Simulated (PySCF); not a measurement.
Al(H)(OMe)(SeH) (CH5AlOSe), SMILES [AlH]([SeH])[O]C. Heavy atoms are numbered as in [AlH:1]([O:3][CH3:4])[SeH:8]. Hydrogens are named by the atom that carries them.

The structure is a stationary point at ωB97X-D3(BJ)/def2-SVP. The structure was generated by enumeration; whether it is a known compound was not checked. The values are those of a single conformer.

All values below come from PBE/pcSseg-1 in PySCF.

GIAO shieldings, no solvent; atoms alike by connectivity are averaged. δ = σ(ref) − σ: ¹H against TMS (σ = 31.49 ppm); ¹⁷O against H2O (σ = 334.3 ppm); ¹³C against TMS (σ = 182.0 ppm); ⁷⁷Se against Me2Se (σ = 1634.8 ppm), references at their B3LYP-D3(BJ)/def2-TZVP geometries, non-relativistic.

Task: Estimate the chemical shifts. (Estimate from the structure and the level; the computed values follow.)

Result: 
```json
[
 {"nucleus": "¹H", "atoms": "H on Al1", "count": "1", "δ (ppm)": "5.04"},
 {"nucleus": "¹H", "atoms": "H on C4", "count": "3", "δ (ppm)": "4.43"},
 {"nucleus": "¹H", "atoms": "H on Se8", "count": "1", "δ (ppm)": "0.40"},
 {"nucleus": "¹⁷O", "atoms": "O3", "count": "1", "δ (ppm)": "87.1"},
 {"nucleus": "¹³C", "atoms": "C4 (CH3)", "count": "1", "δ (ppm)": "59.4"},
 {"nucleus": "⁷⁷Se", "atoms": "Se8 (SeH)", "count": "1", "δ (ppm)": "-436.2"}
]
```
